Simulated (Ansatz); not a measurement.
Species: C$_{3}$H$_{3}$, charge 1, multiplicity 1. 
Structure (B3LYP-D3(BJ)/def2-TZVP (Ansatz, a program for electronic structure) minimum search):
```xyz
6

C      1.3051    -0.1903     0.1600
C      0.1029    -0.0150     0.0126
C     -1.2145     0.1771    -0.1489
H      2.3600    -0.3441     0.2893
H     -1.5876     1.0465    -0.6881
H     -1.9337    -0.5331     0.2564
```
Charge +1, spin multiplicity 1.

Basis-set convergence of Hartree-Fock and CCSD(T) correlation energies (hartree) with Ansatz. Correlated levels leave the core frozen unless marked. No spin-orbit coupling. No relativistic terms.

The Hartree-Fock reference is unstable (checked in the largest basis), which strains HF and MP2. 

| basis | functions | E(HF) | E(corr, CCSD(T)) |
|---|---|---|---|
| cc-pVDZ | - | -114.95862 | -0.39847 |
| cc-pVTZ | 132 | -114.99006 | -0.47404 |
| cc-pVQZ | 255 | -114.99699 | -0.49719 |

Extrapolating the two largest sets (X = 3 and 4) as X^-3: E(corr) = (64·(-0.49719) - 27·(-0.47404))/37 = -0.5141 Eh, an estimate of the basis-set limit. The largest set recovers 96.7 % of it, the smallest 77.5 %.
